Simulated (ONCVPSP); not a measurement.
## Building the ONCV potential for hydrogen (LDA (Perdew-Wang 92), scalar-relativistic).

ONCVPSP 4.0.1 input, shortened (lines: element, Z, core and valence counts, functional; n l f; lmax; l rc ep ncon nbas qcut; lloc lpopt rc5 dvloc0; l nproj debl; icmod fcfact rcfact), LDA (Perdew-Wang 92), scalar-relativistic:

```
  H 1.00    0    1  -001012      upf
    1    0    1.00
    1
    0    1.55    0.00    4    7    8.00
    1    1.40    0.25    4    8    5.70
    4    5    1.15    2.00
    0    2    3.30
    1    1    0.80
    0    0.00    0.00
```

All-electron outer shells of the reference configuration (LDA (PZ), scalar-relativistic, ld1.x):

```tsv
shell	level (eV)	outermost node (bohr)	outermost maximum (bohr)
1s	-6.36	–	1.05
```

Does the generator finish with these settings?

Yes, a potential is produced and its reference levels are reproduced.

Estimate the cutoffs (Ha) at which the residual kinetic energy of the hardest occupied pseudo-wave falls to 1 and 0.1 mHa per electron.

13 Ha and 19 Ha.

What does a ghost test show?

No bound ghost flagged; no localised positive-energy state flagged.
